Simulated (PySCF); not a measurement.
## Bond curve of HBr

Set-up: basis H cc-pVTZ, Br cc-pVTZ-PP with ECP10; scalar-relativistic core potentials; PySCF 2.14. Energies in eV from H + Br in their ground configurations at the same level. State: ¹Σ⁺ (singlet), closed shell.

All columns are PBE0. A positive dipole means H(−)Br(+).

```tsv
R (Å)	E (eV)	μ (D)	Mulliken charge on H (basis-dependent)	HOMO (eV)	LUMO (eV)	Mayer bond order	⟨S²⟩
1.223	-3.211	-0.81	0.17	-8.79	1.09	1.04	0.00
1.280	-3.599	-0.83	0.16	-8.76	0.74	1.04	0.00
1.337	-3.821	-0.85	0.15	-8.73	0.37	1.04	0.00
1.379	-3.902	-0.87	0.15	-8.71	0.08	1.03	0.00
1.422	-3.926	-0.89	0.14	-8.69	-0.21	1.03	0.00
1.465	-3.903	-0.91	0.14	-8.67	-0.51	1.03	0.00
1.522	-3.815	-0.94	0.14	-8.65	-0.90	1.02	0.00
1.593	-3.637	-0.98	0.14	-8.62	-1.39	1.02	0.00
1.678	-3.356	-1.03	0.15	-8.59	-1.94	1.01	0.00
1.792	-2.916	-1.11	0.15	-8.55	-2.64	1.00	0.00
```

A fit through these points gives, at Re = 1.421 Å, μ = -0.89 D and dμ/dR = -0.487 D/Å; the reduced mass is 0.9951 u.

Q: How strong is the fundamental in the double-harmonic approximation, I = 42.26·(dμ/dR)²/μred km/mol?

A: I = 42.26·(-0.487)²/0.9951 = 10.1 km/mol at PBE0.
